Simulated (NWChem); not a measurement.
System: sulfur trioxide (SO3); SMILES O=S(=O)=O

NWChem input:

```
start job
memory heap 200 mb stack 900 mb global 1100 mb
geometry units angstroms noautoz
  O     -1.019236    -1.019236     0.000000
  S      0.000000     0.000000     0.000000
  O     -0.373066     1.392302     0.000000
  O      1.392302    -0.373066     0.000000
end
basis spherical
  * library 6-31g*
end
dft
  xc b3lyp
  iterations 150
  mulliken
end
task dft energy
```

All runs use the structure optimised with PBE0/def2-SVP.

Q: Predict the main results of this run. (B3LYP/6-31G* (spherical d).) Quantities: basis functions; energy (Ha); highest occupied level (eV); orbital gap (eV).

A: 
* **number of basis functions**: 60
* **energy (Ha)**: -623.75
* **highest occupied level (eV)**: -9.43
* **orbital gap (eV)**: 6.65
